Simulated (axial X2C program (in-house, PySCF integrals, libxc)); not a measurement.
Spin–orbit effects down a group: molecules with Si, PBE0

All values come from calculations with an in-house all-electron X2C program for linear molecules (integrals from PySCF), spin-free (one-electron X2C) or two-component (2c: spin–orbit coupling with atomic mean-field Coulomb and Gaunt terms, which also bring small scalar terms), in Dyall basis sets with cores contracted in-house; open shells are unrestricted.

Basis sets: Ni dyall-cv3z, Pd dyall-cv3z, Pt dyall-cv3z, Si dyall-v3z.

| molecule | spin-free state | Re (Å) | ωe (cm⁻¹) | De (eV) | 2c state | Re 2c (Å) | ωe 2c (cm⁻¹) | De 2c (eV) |
| --- | --- | --- | --- | --- | --- | --- | --- | --- |
| NiSi | M_S = 0, Λ = 3 | 2.184 | 375.7 | 2.13 | Ω = 3 | 2.184 | 376.0 | n/a |
| PdSi | M_S = 0, Λ = 0 | 2.099 | 479.8 | 2.85 | Ω = 0 | 2.100 | 478.6 | 2.85 |
| PtSi | M_S = 0, Λ = 0 | 2.066 | 562.5 | 5.06 | Ω = 0 | 2.072 | 553.9 | 4.81 |

Q: Work out the shifts from the spin-free to the two-component result.

A: 

```json
{"molecule": "NiSi", "2c state": "Ω = 3", "ΔRe (Å)": "0.000", "Δωe (cm⁻¹)": "0.3", "ΔDe (eV)": "n/a"}
{"molecule": "PdSi", "2c state": "Ω = 0", "ΔRe (Å)": "0.001", "Δωe (cm⁻¹)": "-1.2", "ΔDe (eV)": "0.00"}
{"molecule": "PtSi", "2c state": "Ω = 0", "ΔRe (Å)": "0.006", "Δωe (cm⁻¹)": "-8.6", "ΔDe (eV)": "-0.25"}
```

Shifts of one unit in the last digit are rounding.

Each entry is the lowest single determinant of a limited PBE0 search at one distance. De goes to single-determinant-based atoms at the same level (for ions the charge split of lowest energy) and is withheld (n/a) where an atom does not fit its ground term or J level. Main or longest-lived isotopes. One determinant is a doubtful description, or other states lie close, for NiSi, PdSi; these need not be ground states, and all values refer to the states named. With several unpaired electrons the Ω given is that of one determinant, not necessarily of the lowest component. Some light 2c atoms are not at their ground J level, so De misses part of their lowering (0.04 eV or less). The functionals have no current term, which raises determinants with orbital currents.
